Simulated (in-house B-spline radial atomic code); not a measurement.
Checks on a self-consistent run for Co4+, [Ar] 3d5. Method: Dirac-Hartree-Fock, average of configuration, Fermi nucleus of rms radius 3.7875 fm. Calculated with an all-electron radial atomic-structure program (B-spline basis).

| orbital | q | ε (Eh) | <1/r> | <r²> | small-component weight |
| --- | --- | --- | --- | --- | --- |
| 1s1/2 | 2 | -288.24652 | 27.0373 | 0.00424232 | 0.0094538 |
| 2s1/2 | 2 | -37.84804 | 5.87157 | 0.0760998 | 0.0017738 |
| 2p1/2 | 2 | -32.97849 | 5.79025 | 0.0607351 | 0.0017386 |
| 2p3/2 | 4 | -32.42574 | 5.68118 | 0.0622806 | 0.0017136 |
| 3s1/2 | 2 | -6.85242 | 1.85784 | 0.662168 | 0.0003906 |
| 3p1/2 | 2 | -5.27515 | 1.73676 | 0.724385 | 0.00035121 |
| 3p3/2 | 4 | -5.19913 | 1.71361 | 0.738792 | 0.00034587 |
| 3d3/2 | 2 | -2.86482 | 1.45622 | 0.930921 | 0.00026132 |
| 3d5/2 | 3 | -2.85602 | 1.45067 | 0.937127 | 0.00025992 |

Electron-electron repulsion V_ee = 480.8073 hartree.

(1) What total energy follows from the eigenvalues?

(2) Does the Dirac virial theorem hold?

(3) What diamagnetic shielding (Lamb formula) and susceptibility (Langevin formula) do the radii give?

Answers

(1) The eigenvalues count the repulsion twice, so E = Σqε - V_ee = -907.198 - 480.807 = -1388.006 hartree; the run printed -1388.006.

(2) For a point nucleus E = -2c²Σq·w, with w the small-component weight. Here Σq·w = 0.036956 and c = 137.0360, so the ratio E/(-2c²Σq·w) is 1.000007; the finite nucleus accounts for the departure from 1.

(3) σ = (α²/3)Σq<1/r> = 121.431/(3·137.036²) = 2155.5 ppm, and χ = -0.79199×10⁻⁶·Σq<r²> = -8.659×10⁻⁶ cm³/mol with Σq<r²> = 10.933 bohr². Both are non-relativistic formulas without the paramagnetism of open shells.
